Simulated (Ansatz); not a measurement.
Job for Ansatz (an electronic-structure program): R-PBE0/def2-TZVPP on ClGeH2N (SMILES [NH2][Ge][Cl]), a point of a torsion scan.

Ansatz 0.2 input:
```yaml
crystal:
  periodic: [false, false, false]
  atoms:
    - {symbol: N, position_ang: [-0.67695754, 0.01672269, -0.16687741]}
    - {symbol: Ge, position_ang: [0.75906569, -1.01544147, 0.36535840]}
    - {symbol: Cl, position_ang: [2.28786020, 0.26579017, -0.47475961]}
    - {symbol: H, position_ang: [-0.81118084, 0.97829582, 0.11319624]}
    - {symbol: H, position_ang: [-1.58539461, -0.42896073, -0.11191997]}
basis:
  gaussian:
    orbitals: def2-TZVPP
hamiltonian:
  xc: {name: PBE0}
scf: {lower_state_search: off}
```

Question: Give the final energy of this run.

Answer: -2592.7755 hartree.
